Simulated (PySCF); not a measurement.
Screening by computed properties: pick the candidate that meets the target.

Each SMILES stands for a single optimised conformer of the isolated species (atoms past krypton carry core potentials, spin–orbit coupling is left out); the electronic structure was computed with PySCF and density fitting.

Dipoles, sizes and rotational constants follow the conformer. The torsions of the flexible species, by atom-mapped SMILES:
- `[CH3:1]/[C:2]([NH2:3])=[O+:4]/[Al-:5]([Cl:6])([Cl:7])/[O+:8]=[C:9](/[CH3:10])[NH2:11]`: C2–O4–Al5–Cl6 -15°, O4–Al5–O8–C9 -127°, H–N3–C2–C1 0°, H–N3–C2–C1 180°, H–N11–C9–O8 180°, H–N11–C9–O8 1°
- `[CH2:1]=[CH:2][P:3]([CH2:4][CH3:5])[N:6]([SiH3:7])[SiH3:8]`: C1–C2–P3–C4 26°, C2–P3–C4–C5 170°, C2–P3–N6–Si7 131°
- `[F:1][CH2:2][C:3](=[S:4])[CH2:5][F:6]`: F1–C2–C3–S4 -140°, C2–C3–C5–F6 40°

(1) Wanted: lowest singlet excitation above 5.5 eV (TDDFT CAM-B3LYP/def2-SVPD) and smallest rotational constant below 1 GHz (PBE0-D3(BJ)/def2-SVP), at PBE0-D3(BJ)/def2-SVP geometries. Which candidate meets both?
A. `C/C(N)=[O+]/[Al-]([Cl])([Cl])/[O+]=C(/C)N`
B. `C(C(CF)=S)F`
C. `C=C(C)Br`
D. `S=C=[Se]`
E. `C=CP(CC)N([SiH3])[SiH3]`

(2) Wanted: static isotropic polarisability above 110 au (CAM-B3LYP/def2-SVPD) and lowest triplet excitation (Tamm–Dancoff) above 4 eV (TDA CAM-B3LYP/def2-SVPD), at PBE0-D3(BJ)/def2-SVP geometries. Which candidate meets both?
A. `C/C(N)=[O+]/[Al-]([Cl])([Cl])/[O+]=C(/C)N`
B. `C[CH2][In]([CH2]C)[O]C`
C. `C[NH3+]`
D. `S=C=[Se]`
E. `P(CC)(C=C)N([SiH3])[SiH3]`
F. `C=C(C)Br`

(3) Wanted: electronic spatial extent ⟨r²⟩ about the centre of nuclear charge above 1000 bohr² (CAM-B3LYP/def2-SVPD) and HOMO–LUMO gap below 9 eV (CAM-B3LYP/def2-SVPD), at PBE0-D3(BJ)/def2-SVP geometries. Which candidate meets both?
A. `C/C(N)=[O+]/[Al-]([Cl])([Cl])/[O+]=C(/C)N`
B. `CC(Br)=C`
C. `C[NH3+]`
D. `FCC(=S)CF`
E. `C=CP(CC)N([SiH3])[SiH3]`
F. `S=C=[Se]`

Results:

(1) A. Computed values:
```
                                  species  lowest singlet excitation  smallest rotational constant
                              C(C(CF)=S)F                    2.43 eV                     1.496 GHz
                                 S=C=[Se]                    3.38 eV                     2.044 GHz
                  C=CP(CC)N([SiH3])[SiH3]                    5.29 eV                     0.789 GHz
                                 C=C(C)Br                    5.78 eV                     2.383 GHz
C/C(N)=[O+]/[Al-]([Cl])([Cl])/[O+]=C(/C)N                    6.83 eV                     0.409 GHz
```

(2) A. Computed values:
```
                                  species  static isotropic polarisability  lowest triplet excitation (Tamm–Dancoff)
                                  C[NH3+]                          20.1 au                                  10.32 eV
                                 C=C(C)Br                          60.1 au                                   4.12 eV
                                 S=C=[Se]                          63.6 au                                   2.89 eV
                   C[CH2][In]([CH2]C)[O]C                         104.9 au                                   4.55 eV
C/C(N)=[O+]/[Al-]([Cl])([Cl])/[O+]=C(/C)N                         113.8 au                                   5.75 eV
                P(CC)(C=C)N([SiH3])[SiH3]                         135.5 au                                   3.86 eV
```

(3) E. Computed values:
```csv
species,electronic spatial extent ⟨r²⟩ about the centre of nuclear charge,HOMO–LUMO gap
C[NH3+],94 bohr²,14.18 eV
S=C=[Se],498 bohr²,7.47 eV
CC(Br)=C,515 bohr²,9.41 eV
FCC(=S)CF,741 bohr²,6.75 eV
C=CP(CC)N([SiH3])[SiH3],1842 bohr²,8.19 eV
C/C(N)=[O+]/[Al-]([Cl])([Cl])/[O+]=C(/C)N,3082 bohr²,9.86 eV
```
